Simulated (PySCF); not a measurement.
# CSe⁻: energy against distance

Set-up: PySCF, spin-free X2C with a Gaussian nucleus, basis sets C aug-cc-pVDZ-DK, Se aug-cc-pVDZ-DK. Energies in eV from C + Se⁻ in their ground configurations at the same level. All curves are PBE0. state 1: ²Π (doublet), unpaired electrons π ↑; state 2: ⁴Σ⁻ (quartet), unpaired electrons σ ↑, π ↑↑, a second solution, started from another occupation.

| R (Å) | state 1 | state 2 |
| --- | --- | --- |
| 1.538 | -3.359 | -0.804 |
| 1.609 | -4.038 | -1.586 |
| 1.681 | -4.406 | -2.055 |
| 1.734 | -4.533 | -2.257 |
| 1.788 | -4.565 | -2.366 |
| 1.842 | -4.525 | -2.404 |
| 1.913 | -4.388 | -2.377 |
| 2.003 | -4.125 | -2.264 |
| 2.110 | -3.734 | -2.069 |
| 2.253 | -3.166 | -1.781 |

Problem. Put a parabola through the three lowest points of the state 1 curve and estimate Re, k and ωe (reduced mass 10.43 u; 1 eV/Å² = 0.16022 mdyn/Å; ωe = 1302.8·√(k/μ) cm⁻¹).

Solution. Through R = 1.734, 1.788, 1.842 Å the second-order coefficient is 12.3 eV/Å², so Re ≈ 1.785 Å, k ≈ 3.96 mdyn/Å and ωe ≈ 802 cm⁻¹. A polynomial fit of higher order to the unrounded PBE0 energies gives Re = 1.782 Å, k = 4.14 mdyn/Å, ωe = 821 cm⁻¹; anharmonicity and rounding make the difference.

The higher-order fit for each curve: state 1: Re = 1.782 Å, ωe = 821 cm⁻¹, De = 4.57 eV; state 2: Re = 1.852 Å, ωe = 661 cm⁻¹, minimum 2.40 eV below the ground-state fragments.

⟨S²⟩ of the unrestricted solution departs from its pure value on part of the curve, where spin states mix. Spin–orbit coupling is left out. For an ion De counts to the pair picked by the measured ionisation energies or electron affinities, which need not be the lowest pair at this level. The highest Kohn–Sham level is positive in this anion. Much of that is self-interaction error, but it also means that the finite basis helps to hold the extra electron. The state was picked by a PBE0 search and need not be the measured ground state.
